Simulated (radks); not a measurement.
Results of a calculation; reference values are marked as such.
Ir36+, configuration [Kr] 4d5. Code: a radial shooting solver on a logarithmic mesh with Libxc functionals. Model: Dirac Kohn-Sham, exchange-only PBE, spin-unpolarised, spherical densities, finite nucleus; open shells fill j = l - 1/2 first; Fermi nuclear charge, rms radius 5.4032 fm.

Unscreened Slater integrals over Kohn-Sham orbitals (eV). Large and small components are both included.

integral          value
F0(4d5/2,4d5/2)  59.944
F2(4d5/2,4d5/2)  30.562
F4(4d5/2,4d5/2)  20.815
F0(4d5/2,4d3/2)  60.432
F2(4d5/2,4d3/2)  30.760
G2(4d5/2,4d3/2)  30.605
G4(4d5/2,4d3/2)  20.850
F0(4d5/2,4p3/2)  59.619
F2(4d5/2,4p3/2)  30.527
G1(4d5/2,4p3/2)  37.713
G3(4d5/2,4p3/2)  24.229
F0(4d5/2,4p1/2)  61.357
G3(4d5/2,4p1/2)  25.087
F0(4d3/2,4d3/2)  60.938
F2(4d3/2,4d3/2)  30.991
F0(4d3/2,4p3/2)  60.090
F2(4d3/2,4p3/2)  30.678
G1(4d3/2,4p3/2)  37.508
G3(4d3/2,4p3/2)  24.159
F0(4d3/2,4p1/2)  61.888
G1(4d3/2,4p1/2)  39.876
F0(4p3/2,4p3/2)  59.469
F2(4p3/2,4p3/2)  30.955
F0(4p3/2,4p1/2)  61.145
G2(4p3/2,4p1/2)  31.058
F0(4p1/2,4p1/2)  63.054
